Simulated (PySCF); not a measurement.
C₆H₄ClFO (charge +1 and doublet state).
Atom-mapped SMILES: `[OH:1][C+:2]1[C:3]([F:4])[CH:5]=[CH:6][CH:7]=[C:8]1[Cl:9]` (hydrogens: H10 on O1; H11 on C5; H12 on C6; H13 on C7)

Geometry (GFN2-xTB, Å), atoms numbered from 1 in this order:
```xyz
13
C6H4ClFO angstrom
O     -1.0588    2.1631    0.2889
C     -0.4887    1.0059    0.1331
C     -1.2157   -0.2063   -0.0151
F     -2.5440   -0.0894    0.0138
C     -0.5949   -1.4152   -0.1767
C      0.8132   -1.4608   -0.1976
C      1.5714   -0.3137   -0.0588
C      0.9549    0.9233    0.1062
Cl     1.8272    2.3577    0.2802
H     -2.0367    2.1332    0.2963
H     -1.1839   -2.3140   -0.2854
H      1.3026   -2.4150   -0.3250
H      2.6490   -0.3682   -0.0776
```

The hyperfine couplings belong to this conformer and change with its torsions.

Method used: PySCF, UKS B3LYP, pcH-1 on C Cl F H O, non-relativistic, mean-field spin-orbit, GIAO. The structure is a single GFN2-xTB conformer in the gas phase; no vibrational or solvent corrections. The geometry wasn't refined by DFT: couplings that depend on bond lengths, twists or pyramidal angles can differ widely from those at the functional's own minimum, by a factor of two or more for some ions and for spin on atoms past the first row. Stability of the SCF solution: not tested.

Where do the isotropic ENDOR lines of F4, H12, H10, H13, H11 and Cl9 fall at 345.6 mT, to first order?

ν± = |νn ± a/2|, one line for each electron-spin manifold; νn = |g_N| × 7.62259 MHz/T × B.

| nuclei | isotope | g_N | νn (MHz) | a_iso (MHz) | lower line (MHz) | upper line (MHz) |
| --- | --- | --- | --- | --- | --- | --- |
| F4 | 19F | 5.2577 | 13.85 | 10.16 | 8.77 | 18.93 |
| H12 | 1H | 5.5857 | 14.71 | -19.85 | 4.79 | 24.64 |
| H10 | 1H | 5.5857 | 14.71 | -15.68 | 6.87 | 22.55 |
| H13 | 1H | 5.5857 | 14.71 | 4.62 | 12.41 | 17.02 |
| H11 | 1H | 5.5857 | 14.71 | -2.68 | 13.38 | 16.05 |
| Cl9 | 35Cl | 0.5479 | 1.44 | 5.83 | 1.47 | 4.36 |

Which pairs are centred on the nuclear Larmor frequency, and which on half the coupling?

Centred on νn, since |a| < 2νn: F4, H12, H10, H13 and H11. Centred on |a|/2 and split by 2νn: Cl9.

Main isotope only: 35Cl (natural samples also hold 24 % 37Cl, magnetic too, which adds its own pattern).

Time: 95 s (with the writing of density and orbital grids); peak memory 1.1 GiB. Hardware: one thread, Arm Neoverse V2 (aarch64), no GPU, shared host with 192 logical CPUs at a one-minute load of 68.

The SMILES draws the unpaired electron on C3; the largest computed Mulliken spin population is on C6 (0.30 against 0.03).
